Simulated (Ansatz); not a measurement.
Wavefunction ladder for CH₈InNSi, SMILES `C[N]([SiH3])[InH2]`

```xyz
12

C     0.1548   -0.5946    1.3651
N    -0.0203   -0.0917    0.0094
Si    0.3288    1.5713   -0.2442
In   -0.6496   -1.3411   -1.4740
H    -0.4873   -0.0674    2.0832
H    -0.0931   -1.6579    1.4332
H     1.1905   -0.4822    1.7126
H     0.0896    1.8831   -1.6784
H     1.7441    1.9055    0.0999
H    -0.5287    2.4582    0.5993
H    -0.9071   -2.9287   -0.8789
H    -0.8216   -0.6545   -3.0272
```

Total charge 0; spin multiplicity 1. Correlated methods include outer-core shells of In, which these sets cover unevenly. In: def2 effective core potential. Geometry: relaxed with PBE0-D4/def2-TZVP. Frozen core, restricted reference, Ansatz.

```
     basis     HF (Eh)  MP2 corr.
  def2-SVP  -574.93508   -0.51436
def2-TZVPP  -575.15693   -0.81771
def2-QZVPP  -575.17275   -1.04120
```

**Question.** Estimate the CCSD correlation energy and the (T) correction in each basis where they were run (hartree).

**Answer.** 
```tsv
basis	CCSD corr.	(T)
def2-SVP	-0.57211	-0.01706
def2-TZVPP	-0.85739	-0.03050
```
